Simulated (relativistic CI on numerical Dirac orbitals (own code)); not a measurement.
**Line list: Forbidden lines, Tb11+**

Method of calculation: Dirac-Coulomb-Breit CI, orbitals from a KLI potential per configuration, model QED (radiative potential, 1s self-energy scaled to tabulated hydrogen-like ionisation energies), unscaled Slater integrals (own radial code, finite nucleus).

Configurations in the expansion (outside the closed core [Kr] 4d10): 4f6.5s2, 4f5.5s2.5p, 4f7.5s, 4f5.5s2.6s, 4f5.5s2.7s. Levels of other configurations are missing.

```tsv
λ vac (nm)	Lower	Upper	Type	A (s⁻¹)	gf	Branching (%)
256.54	4f6.5s2 7F_1 [2]	4f6.5s2 5G_2 [17]	M1	3.83e+00	1.89e-08	31.9
261.13	4f6.5s2 7F_2 [3]	4f6.5s2 5G_3 [18]	M1	6.59e+00	4.71e-08	27.6
263.25	4f6.5s2 7F_2 [3]	4f6.5s2 5G_2 [17]	M1	6.26e+00	3.25e-08	52.1
269.30	4f6.5s2 7F_3 [4]	4f6.5s2 5G_4 [21]	M1	7.66e+00	7.50e-08	28.2
270.10	4f6.5s2 7F_3 [4]	4f6.5s2 5G_3 [18]	M1	1.30e+01	9.95e-08	54.4
270.68	4f6.5s2 7F_4 [5]	4f6.5s2 5D_4 [25]	M1	1.51e+00	1.49e-08	6.4
272.37	4f6.5s2 7F_3 [4]	4f6.5s2 5G_2 [17]	M1	1.79e+00	9.94e-09	14.9
280.17	4f6.5s2 7F_4 [5]	4f6.5s2 5G_4 [21]	M1	1.80e+01	1.90e-07	66.2
280.89	4f6.5s2 7F_4 [5]	4f6.5s2 5G_5 [19]	M1	6.19e+00	8.06e-08	20.4
281.04	4f6.5s2 7F_4 [5]	4f6.5s2 5G_3 [18]	M1	4.20e+00	3.48e-08	17.6
282.41	4f6.5s2 7F_5 [6]	4f6.5s2 5D_4 [25]	M1	1.84e+01	1.98e-07	78.8
292.76	4f6.5s2 7F_5 [6]	4f6.5s2 5G_4 [21]	M1	1.37e+00	1.59e-08	5.1
293.44	4f6.5s2 7F_5 [6]	4f6.5s2 5G_6 [20]	M1	5.57e+00	9.35e-08	14.2
293.55	4f6.5s2 7F_5 [6]	4f6.5s2 5G_5 [19]	M1	2.09e+01	2.96e-07	68.8
307.65	4f6.5s2 7F_6 [7]	4f6.5s2 5G_6 [20]	M1	3.36e+01	6.20e-07	85.5
307.77	4f6.5s2 7F_6 [7]	4f6.5s2 5G_5 [19]	M1	2.74e+00	4.29e-08	9.0
312.42	4f6.5s2 7F_4 [5]	4f6.5s2 5D_3 [13]	M1	2.92e+01	2.99e-07	87.6
318.51	4f6.5s2 7F_1 [2]	4f6.5s2 5D_2 [10]	M1	1.69e+00	1.29e-08	4.0
343.28	4f6.5s2 7F_3 [4]	4f6.5s2 5D_2 [10]	M1	3.80e+01	3.35e-07	89.6
353.10	4f6.5s2 7F_0 [1]	4f6.5s2 5D_1 [9]	M1	4.40e+00	2.47e-08	9.6
373.73	4f6.5s2 7F_2 [3]	4f6.5s2 5D_1 [9]	M1	4.07e+01	2.56e-07	88.6
396.35	4f6.5s2 7F_1 [2]	4f6.5s2 5D_0 [8]	M1	4.83e+01	1.14e-07	100.0
1001.2	4f5.5s2.5p 7I_3 [11]	4f5.5s2.5p 5G_3 [28]	M1	1.93e+00	2.03e-07	33.7
1236.5	4f5.5s2.5p 7I_3 [11]	4f5.5s2.5p 5G_2 [26]	M1	2.05e+00	2.35e-07	56.4
2026.0	4f6.5s2 5D_3 [13]	4f6.5s2 5D_4 [25]	M1	3.06e+00	1.70e-06	13.1
2315.2	4f6.5s2 5D_2 [10]	4f6.5s2 5D_3 [13]	M1	3.70e+00	2.08e-06	11.1
2743.4	4f6.5s2 5D_1 [9]	4f6.5s2 5D_2 [10]	M1	2.67e+00	1.51e-06	6.3
2976.5	4f5.5s2.5p 7I_5 [23]	4f5.5s2.5p 7I_6 [27]	M1	3.71e+00	6.41e-06	65.2
3094.7	4f5.5s2.5p 7I_4 [14]	4f5.5s2.5p 7I_5 [23]	M1	3.29e+00	5.20e-06	n/a
3671.9	4f5.5s2.5p 7I_3 [11]	4f5.5s2.5p 7I_4 [14]	M1	1.95e+00	3.55e-06	93.8
```

Terms are leading LS components. Brackets give the number of a level in order of energy, since labels repeat. The list gives strong lines, with weight on those to low levels, among the lowest 200 of 2909 levels, so that lines to higher ones, which can be the strongest, are missing. Levels whose partners in the same complex of configurations lie outside the list can be far off, and so can their lines. Rates are taken at the computed energies, electric ones in the length gauge.

At this charge transitions that keep the count of f electrons are usually good to a few per cent. Terms inside the open d or f shell come out 10 to 20 % too wide with unscaled integrals. Levels and lines within the n = 5 or 6 shells can be off by up to 10 % or somewhat more, and those that change n by about 2 %, since core polarisation is missing. Levels that differ in their count of f electrons can be misplaced by several ten thousand cm⁻¹, since the correlation energy of f electrons is missing or only estimated; rates across such gaps can be off by orders of magnitude.

LS names give the leading component of a level, which can be under half, so a name can repeat, a term be missing and a line seem to break the LS rules.
